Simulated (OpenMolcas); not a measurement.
# Cu4+: moving or changing the point charges

Cu4+ among 6 point charges of -2 e arranged as a tetragonal octahedron (D4h), 1.88 Å from the ion, with the axial distance 1.824 Å.
```
   1.8800    0.0000    0.0000  -2.00
   0.0000    1.8800    0.0000  -2.00
  -1.8800    0.0000    0.0000  -2.00
   0.0000   -1.8800    0.0000  -2.00
   0.0000    0.0000    1.8236  -2.00
   0.0000    0.0000   -1.8236  -2.00
```

```
Program             : OpenMolcas
Method              : CASSCF
Basis               : ANO-RCC-VDZP [5s4p2d1f]
Scalar Hamiltonian  : DKH2, point nucleus
Active space        : 7 electrons in 5 orbitals (3d)
State averaging     : 2S+1 = 4 even, 10 roots; 2S+1 = 2 even, 40 roots
Spin-orbit coupling : RASSI with atomic mean-field integrals over the reference wave functions
```

Runs around this geometry, states (labels of D4, the rotations of D4h). Energies in cm-1 above the lowest state or level, χT in cm3 K/mol.

```tsv
R (Å)	q (e)	Axial / equatorial distance	Ground state	First state of that spin	First gap with spin-orbit (degeneracies)	χT at 300 K	First state of another spin
1.88	-1.3	0.97	4E	4A2 164.8	353.3 (2, 2)	4.632	2B1 24599
1.8	-2	0.97	4E	4A2 318.5	486.4 (2, 2)	4.141	2B1 24150
1.88	-2	0.97	4E	4A2 275.2	449.8 (2, 2)	4.299	2B1 24401
2.01	-2	0.97	4E	4A2 221.8	385.9 (2, 2)	4.548	2B1 24583
1.88	-2	1.05	4A2	4E 357.9	363.8 (2, 2)	4.407	2A1 24539
```

The ground state changes within this set.

Without dynamic correlation the repulsion within the d shell is too large (B by tens of per cent), so at a given field states of lower spin stand too high. Point charges give a weaker field than real ligands, and real ions of this kind are often low spin; the high spin found here belongs to the model. An orbital doublet at a regular site is open to a Jahn-Teller distortion, which this geometry leaves out (holds for R = 1.88, q = -1.3, ratio = 0.97; R = 1.8, q = -2, ratio = 0.97; R = 1.88, q = -2, ratio = 0.97; R = 2.01, q = -2, ratio = 0.97). The ground term spreads over less than 5000 cm-1, several times less than with real ligands, so orbital moments are less quenched and χT lies further from the spin-only value than at real sites (holds for R = 1.88, q = -1.3, ratio = 0.97; R = 2.01, q = -2, ratio = 0.97; R = 1.88, q = -2, ratio = 1.05). Spin-orbit coupling mixes the spin-free states strongly: the lowest level takes only 51 % from its leading state, 4A2 (holds for R = 1.88, q = -2, ratio = 1.05). Point charges carry no covalency, so the field is a model and not that of real ligands. A group larger than the point group allows holds several states that coincide in this model. No measured value stands beside these numbers.
